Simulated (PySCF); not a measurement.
C5H4NOP.
SMILES with atom numbers: `[CH3:1][c:2]1[o:3][c:4]([C:5]#[N:6])[cH:7][p:8]1` (hydrogens: H9, H10, H11 on C1; H12 on C7)

Structure used (GFN2-xTB), in Å, numbered top down from 1:
```
atom  x, y, z in Å
C1    -2.2440    0.0330   -0.0480
C2    -0.7933   -0.2955   -0.0876
O3     0.0503    0.7128    0.1473
C4     1.3309    0.3071    0.0943
C5     2.3547    1.2441    0.3176
N6     3.2172    1.9796    0.4929
C7     1.5007   -1.0246   -0.1836
P8    -0.0508   -1.8249   -0.3939
H9    -2.4785    0.8105   -0.7753
H10   -2.8293   -0.8551   -0.2687
H11   -2.5200    0.4083    0.9377
H12    2.4633   -1.4959   -0.2587
```

Theory: TDDFT PBE0/def2-SVPD, vertical, gas phase, core orbitals frozen in the response (PySCF).

Transition dipole moments from the ground state, in atomic units and in the frame of the coordinates above (overall signs are arbitrary), for the states with f of 0.002 or more among the lowest 8:

```csv
state,E (eV),μx,μy,μz
S1,4.864,1.374,0.422,0.123
S2,5.319,0.345,-0.440,-0.087
S5,6.309,-0.302,-1.445,-0.314
S7,6.507,-0.007,-0.058,0.272
S8,6.648,-0.004,-0.041,0.229
```

Q: What oscillator strength does each state have?

A: f = (2/3) ΔE |μ|² with ΔE in hartree (27.2114 eV).

| state | \|μ\|² (au) | \|μ\| (D) | f |
| --- | --- | --- | --- |
| S1 | 2.081 | 3.67 | 0.248 |
| S2 | 0.320 | 1.44 | 0.042 |
| S5 | 2.277 | 3.84 | 0.352 |
| S7 | 0.078 | 0.71 | 0.012 |
| S8 | 0.054 | 0.59 | 0.009 |

Q: Label these states by symmetry in Cs.

A: The ground state is totally symmetric, so the direction of μ fixes the label. Polarised normal to the mirror plane, so A″: S7 and S8. Polarised in the mirror plane, so A′: S1, S2 and S5.

Q: Which bond between heavy atoms lies closest to the direction of the S5 transition dipole?

A: C4–C7, at 19° from it; next C2–O3 at 28°.

Q: What angle do the transition dipoles of S1 and S2 make?

A: |cos θ| = |μa·μb| / (|μa| |μb|) = 0.34, so θ ≈ 70° (taken between 0 and 90°, since the signs are arbitrary).

Q: How is the summed strength of these states shared among x, y and z?

A: (2/3) Σ ΔE μα² gives 0.255 for x, 0.370 for y and 0.038 for z, 0.663 in all.

Q: What peak molar absorption coefficient would the strongest computed level give as a lone Gaussian band 0.3 eV wide at half height?

A: ε(max) = 2.175×10⁸ f / FWHM, with the width in cm⁻¹. S5: 2.175×10⁸ × 0.3520 / 2420 ≈ 32000 L mol⁻¹ cm⁻¹.
